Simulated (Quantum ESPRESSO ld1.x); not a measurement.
The numbers below are computed, except where a source is named.
Orbital energies (hartree) of the ytterbium ion Yb+, [Xe] 4f14 6s1: non-relativistic, with first-order perturbation theory as ld1.x prints it (mass-velocity, Darwin and spin-orbit terms), and from the self-consistent Dirac equation with open shells shared by 2j + 1. Spin-unpolarised spherical Kohn-Sham, LDA (Slater exchange, VWN5 correlation), point nucleus, ld1.x of Quantum ESPRESSO 7.5.

orbital,non-rel.,first order,Dirac
1s1/2,-2084.31,-2240.54,-2246.18
2s1/2,-338.218,-379.622,-380.581
2p1/2,-323.417,-363.577,-363.116
2p3/2,-323.417,-331.229,-324.679
3s1/2,-75.7147,-86.1159,-85.9514
3p1/2,-68.9367,-78.7155,-78.2337
3p3/2,-68.9367,-71.9385,-70.0777
3d3/2,-56.2645,-58.8455,-56.9059
3d5/2,-56.2645,-57.0821,-55.1225
4s1/2,-14.5506,-17.1287,-17.0875
4p1/2,-11.7968,-14.0715,-13.9664
4p3/2,-11.7968,-12.5642,-12.1123
4d3/2,-6.8136,-7.3688,-6.9726
4d5/2,-6.8136,-7.0389,-6.6351
4f5/2,-0.5250,-0.6113,-0.3968
4f7/2,-0.5250,-0.5585,-0.3482
5s1/2,-1.9231,-2.3170,-2.2744
5p1/2,-1.2042,-1.4763,-1.4289
5p3/2,-1.2042,-1.2979,-1.2025
5d3/2 (empty),-0.2713,-0.2916,-0.2547
5d5/2 (empty),-0.2713,-0.2799,-0.2439
6s1/2,-0.3225,-0.3629,-0.3510
6p1/2 (empty),-0.2092,-0.2324,-0.2214
6p3/2 (empty),-0.2092,-0.2172,-0.2032

First order keeps the non-relativistic potential frozen, so it lacks the indirect effect: the contracted s and p shells screen the nucleus better and push d and f levels up in the self-consistent Dirac solution.
